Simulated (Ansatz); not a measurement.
Level of theory: Ansatz (a program for electronic structure) with frozen-core CCSD(T)/cc-pVTZ // B3LYP-D3(BJ)/def2-TZVP.

Ansatz 0.2 input:
```yaml
crystal:
  periodic: [false, false, false]
  atoms:
    - { symbol: O, position_ang: [1.264392, 1.711878, 0.02812] }
    - { symbol: Al, position_ang: [0.682586, 0.11799, -0.050336] }
    - { symbol: O, position_ang: [1.679776, -1.245088, -0.230371] }
    - { symbol: Si, position_ang: [-1.715655, -0.259655, 0.113464] }
    - { symbol: H, position_ang: [2.177542, 1.997066, -0.016821] }
    - { symbol: H, position_ang: [2.63449, -1.264096, -0.301555] }
    - { symbol: H, position_ang: [-2.475636, 1.014781, 0.11089] }
    - { symbol: H, position_ang: [-2.200855, -1.08733, -1.020468] }
    - { symbol: H, position_ang: [-2.04664, -0.985545, 1.36708] }
basis:
  gaussian: { orbitals: cc-pVTZ }
correlation:
  method: ccsd_t
```

Output:

```
Functional definition: HF
1168 factors; integrals over basis functions are off by at most 8.3e-4 eV
mean field evaluation 1: about -18598.2893 eV, gradient 5.4e1 eV
mean field evaluation 2: about -18598.4271 eV, gradient 5.4e1 eV
mean field evaluation 4: about -18604.0558 eV, gradient 3.0e0 eV
mean field evaluation 8: about -18604.1263 eV, gradient 1.5e-1 eV
mean field evaluation 16: about -18604.1264 eV, gradient 8.4e-7 eV
mean field -18604.12641637 eV, -683.6890354720 hartree, gradient 8.4e-7 eV, S^2 0.000000; 0 other end points of the search recorded, 0 dependent functions left out
12 core orbitals not correlated
reference -18604.12641637 eV, -683.6890354720 hartree; 12, 12 occupied and 174, 174 virtual orbitals, 1168 factors
second order -18.79958282 eV of doubles, -0.00000000 eV of singles
cycle   1  -19.08801193 eV  change   -2.9e-1 eV  update   1.0e-1
cycle   2  -19.57057425 eV  change   -4.8e-1 eV  update   3.1e-2
cycle   3  -19.68778996 eV  change   -1.2e-1 eV  update   1.7e-2
cycle   4  -19.67138384 eV  change    1.6e-2 eV  update   3.9e-3
cycle   5  -19.67069192 eV  change    6.9e-4 eV  update   1.8e-3
cycle   6  -19.67130493 eV  change   -6.1e-4 eV  update   4.7e-4
cycle   7  -19.67088879 eV  change    4.2e-4 eV  update   1.6e-4
cycle   8  -19.67083367 eV  change    5.5e-5 eV  update   4.3e-5
cycle   9  -19.67085229 eV  change   -1.9e-5 eV  update   1.6e-5
perturbative correction -0.67353364 eV, -0.0247519049 hartree
Total energy: -18624.47080231 eV, -684.4366778650 hartree
```

Cost: about 110 core-seconds (a rough figure).
